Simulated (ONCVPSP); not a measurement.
Transferability test, ONCV potential for cadmium

ONCVPSP 4.0.1 input, shortened (lines: element, Z, core and valence counts, functional; n l f; lmax; l rc ep ncon nbas qcut; lloc lpopt rc5 dvloc0; l nproj debl; icmod fcfact rcfact), PBEsol, scalar-relativistic:

```
  Cd 48.00    6    4  -116133      upf
    1    0    2.00
    2    0    2.00
    2    1    6.00
    3    0    2.00
    3    1    6.00
    3    2   10.00
    4    0    2.00
    4    1    6.00
    4    2   10.00
    5    0    2.00
    2
    0    1.75    0.00    4    8    6.10
    1    1.45    0.00    4    8   10.60
    2    1.45    0.00    3    8   11.50
    1    5    1.45    0.00
    0    2    2.00
    1    0    1.40
    2    2    3.10
    0    0.00    0.00
```

Energies are relative to the spin-unpolarised reference configuration 4s2 4p6 4d10 5s2; without spin polarisation the order of configurations can differ from experiment.

| valence configuration | charge | ΔE all-electron (eV) | error AE − PS (meV) |
| --- | --- | --- | --- |
| 4s2 4p6 4d10 5s1 | +1 | 9.309 | -2.2 |
| 4s2 4p6 4d10 5s0 | +2 | 26.406 | -9.0 |
| 4s2 4p6 4d10 5s0 5p1 | +1 | 15.158 | +226 |

Problem. What are ΔE and the potential's error for 4s2 4p6 4d9 5s0?

Solution. ΔE = 64.404 eV all-electron; the error (AE − PS) is -13 meV.
